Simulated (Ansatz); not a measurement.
`N#C[SiH](F)F` + CH₄ → `C[SiH](F)C#N` + H–F at 700 K and 1 bar (formal exchange of groups at the Si–F bond).

Gas-phase electronic energies from Ansatz, PBE0-D4/def2-TZVP geometries. CBS: MP2 limit from def2 TZ/QZ plus the TZ coupled-cluster correction, frozen cores. This one scheme is used for every species.

| species | CCSD(T)/CBS energy (Eh) | H − E (kJ/mol) | S (J/(mol·K)) |
| --- | --- | --- | --- |
| `N#C[SiH](F)F` | -582.14390 | 118.0 | 396.9 |
| CH₄ | -40.46206 | 145.9 | 224.0 |
| `C[SiH](F)C#N` | -522.15876 | 220.5 | 438.5 |
| H–F | -100.39570 | 45.2 | 198.5 |

H − E and S are ideal-gas, rigid-rotor, harmonic terms from PBE0-D4/def2-TZVP, for one conformer and one mirror image of each species. 1 Eh = 2625.50 kJ/mol, R = 8.31446 J/(mol·K).

Problem. By hand: ΔE, ΔH, ΔS and ΔG.

Solution. ΔE = (-522.15876) + (-100.39570) − (-582.14390) − (-40.46206) = 0.05150 Eh = 135.2 kJ/mol. Δ(H − E) = 220.5 + 45.2 − 118.0 − 145.9 = 1.8, so ΔH = 137.0 kJ/mol. ΔS = 438.5 + 198.5 − 396.9 − 224.0 = 16.1 J/(mol·K). ΔG = 137.0 − 700 × (16.1)/1000 = 125.7 kJ/mol.

Problem. By hand: the equilibrium constant, and the temperature at which ΔG would vanish if ΔH and ΔS stayed fixed.

Solution. log₁₀ K = −ΔG/(RT ln 10) = -9.4. ΔG = 0 at ΔH/ΔS = 8509 K, far beyond where these terms or the molecules hold.

ΔH outweighs TΔS. A doubt of 5 kJ/mol in ΔE shifts log₁₀ K by 0.4 here. Other conformers and mirror images would add mixing entropy, several J/(mol·K) or more a flexible species. These are equilibria of isolated gas molecules and say nothing of rates. Largest T1 diagnostic: 0.013 (customary marks: 0.02 for closed shells, 0.045 for open ones).
